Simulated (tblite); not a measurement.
A tight-binding relaxation on `C1/C([C@](C#N)([C]=C)[C@@H]1F)=N\[H]` [radical].

Computed with GFN2-xTB geometry optimisation, gas phase (tblite 0.8.0). Start geometry: from a force field or distance geometry. A driver script takes a list of jobs; this job's settings line and coordinates (Å) are shown.

Command:
```bash
OMP_NUM_THREADS=1 python probes_run.py task.json out
```

Input:
```
{"job": {"kind": "relax", "xc": "GFN2-xTB", "basis": "xTB"}, "charge": 0, "multiplicity": 2}
C      1.558700     0.584400    -1.841700
C      0.586600     1.116600    -1.074300
C      0.332700     0.310500     0.191300
C      1.529900     0.266400     0.999900
N      2.484700     0.196300     1.659500
C     -0.928100     0.628300     0.899700
N     -1.469300     1.532200     1.615100
C     -1.461900    -0.695800     0.442700
C     -0.153300    -1.064100    -0.230500
F     -0.352300    -1.180100    -1.579600
H      1.853400     1.047300    -2.780700
H      2.054900    -0.328700    -1.555500
H     -2.450100     1.385200     1.980400
H     -1.739200    -1.375700     1.251000
H     -2.298800    -0.590900    -0.270700
H      0.444600    -1.823000     0.282100
```

Output:
```
step      E/eV     max force
  0    -772.18704    3.649
  1    -772.40466    7.453
  2    -772.54373    5.131
  3    -772.72644    2.388
  4    -772.83961    0.885
  5    -772.90237    0.742
  6    -772.95908    0.854
  7    -772.98063    0.511
  8    -773.00266    0.468
  9    -773.03098    0.578
... (136 lines left out)
146    -773.31413    0.022
147    -773.31428    0.056
148    -773.31434    0.042
149    -773.31441    0.020
150    -773.31450    0.044
151    -773.31457    0.024
152    -773.31462    0.033
153    -773.31466    0.012
154    -773.31467    0.028
155    -773.31469    0.007
```

«max force» is the largest atomic force in eV/Å.

Question: From which step on does the largest force stay under 0.1 eV/Å, and how much energy is left to gain from there?

Answer: From step 145 (0.026 eV/Å), 0.6 meV above the end.

Main results: energy lowered by 26.0 kcal/mol over 155 steps; largest atomic force 0.007 eV/Å at the end.

Question: Give the final coordinates.

Answer: 0.615 Å rms from the input after alignment:
```
atom  x, y, z in Å
C1     1.3114    0.8825   -2.0481
C2     1.0945    0.9069   -0.7760
C3     0.5486    0.1416    0.3259
C4     1.5006    0.0890    1.4122
N5     2.2456    0.0137    2.2746
C6    -0.8511    0.5764    0.7683
N7    -1.1956    1.6573    1.2728
C8    -1.4724   -0.7454    0.3719
C9    -0.0822   -1.2901    0.0344
F10    0.0560   -1.7321   -1.2463
H11    1.7699    1.7168   -2.5581
H12    1.0638    0.0375   -2.6933
H13   -2.1791    1.7601    1.5091
H14   -2.0121   -1.2701    1.1585
H15   -2.1086   -0.6612   -0.5098
H16    0.3030   -2.0740    0.6924
```

The run took 0.71 s wall on AMD EPYC 9R45, one thread (shared host).
Labels such as C1 count atoms from 1, the log's own numbers from 0.
